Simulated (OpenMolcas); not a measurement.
Ne V: effect of the level shift or regulariser

```
Program             : OpenMolcas
Basis               : ANO-RCC-VQZP [5s4p3d2f1g]
Scalar Hamiltonian  : DKH2, point nucleus
Active space        : 4 electrons in 4 orbitals (2s 2p)
State averaging     : 2S+1 = 3 even, 3 roots; 2S+1 = 1 even, 6 roots; 2S+1 = 5 odd, 1 root; 2S+1 = 3 odd, 9 roots; 2S+1 = 1 odd, 8 roots
Spin-orbit coupling : state interaction with AMFI integrals over the reference wave functions, term energies averaged over their components
```

Methods on the same reference wave functions:
A. CASSCF
B. SS-CASPT2, IPEA 0.25 Eh, imaginary shift 0.1 Eh (closed shells correlated: 1s)
C. SS-CASPT2, IPEA 0.25 Eh, real shift 0.2 Eh (closed shells correlated: 1s)

Energies in cm-1 above 2s2 2p2 3P0, the measured ground level; measured values from NIST levels in Podobedova, Fuhr, Reader and Wiese, J. Phys. Chem. Ref. Data 33, 525 (2004).

```json
{"Level": "2s2 2p2 3P0", "A": "0.0", "B": "0.0", "C": "0.0", "Measured": "0.0"}
{"Level": "2s2 2p2 3P1", "A": "392", "B": "392", "C": "392", "Measured": "412"}
{"Level": "2s2 2p2 3P2", "A": "1130", "B": "1129", "C": "1129", "Measured": "1110"}
{"Level": "2s2 2p2 1D2", "A": "32966", "B": "30440", "C": "30440", "Measured": "30292"}
{"Level": "2s2 2p2 1S0", "A": "61074", "B": "63550", "C": "63540", "Measured": "63914"}
{"Level": "2s 2p3 5S* 2", "A": "76591", "B": "86760", "C": "86750", "Measured": ""}
{"Level": "2s 2p3 3D* 2", "A": "179158", "B": "174580", "C": "174600", "Measured": "175905"}
{"Level": "2s 2p3 3D* 1", "A": "179161", "B": "174580", "C": "174600", "Measured": "175927"}
{"Level": "2s 2p3 3D* 3", "A": "179172", "B": "174600", "C": "174610", "Measured": "175834"}
{"Level": "2s 2p3 3P* 0", "A": "210910", "B": "207670", "C": "207680", "Measured": "208193"}
{"Level": "2s 2p3 3P* 1", "A": "210915", "B": "207680", "C": "207690", "Measured": ""}
{"Level": "2s 2p3 3P* 2", "A": "210924", "B": "207680", "C": "207700", "Measured": ""}
{"Level": "2s 2p3 1D* 2", "A": "286152", "B": "271040", "C": "271060", "Measured": "270564"}
{"Level": "2s 2p3 3S* 1", "A": "293206", "B": "279990", "C": "280000", "Measured": ""}
{"Level": "2s 2p3 1P* 1", "A": "317703", "B": "303870", "C": "303890", "Measured": ""}
```

Deviations, from unrounded energies. A percentage is the sum of absolute deviations over the sum of measured energies, with the sign that they share, or ± where signs differ.

| Against measurement | Levels | A | B | C |
| --- | --- | --- | --- | --- |
| mean absolute deviation (cm-1) | 9 | 3700 | 610 | 600 |
| fine structure of the ground term (%) | 2 | ±2.7 | ±2.6 | ±2.6 |
| other terms of the ground configuration (%) | 2 | ±5.9 | ±0.5 | ±0.6 |
| other configurations (%) | 5 | +2.8 | ±0.5 | ±0.5 |

B, C lie about equally close to measurement and A furthest from it. The largest miss of C in the table is 2s 2p3 3D* 1, by -1300 cm-1. The ranking rests on the paired levels alone, and a cruder setting can come out closer through cancelling errors.

Between B and C the level of the table that moves most is 2s 2p3 1D* 2, by 21 cm-1 (lowest in B, highest in C). Moves below CASPT2's spread within the term are not significant.

The two smallest mean deviations differ by little beside CASPT2's spread within terms, so their order carries little weight.

From A to B the spin-free energies of the other terms of 2s2 2p2 shown, above 3P, scale by factors of 0.92 to 1.04.

The lowest spin-free term lies below A's lowest term by 0.099 hartree in B, 0.099 hartree in C.

CASPT2 does not keep the components of a term degenerate, so their means are used; among the terms shown or strongly mixed into the levels shown the widest spread is 99 cm-1 (2s 2p3 1D*, B). Measured partners are found by configuration, term and J. A level has none where our copy of the source lacks it or the pairing is in doubt (some pairs that miss far off the trend of their configuration count as doubtful), and it then counts in no deviation. Levels of configurations outside the active space are missing.

* marks odd parity.
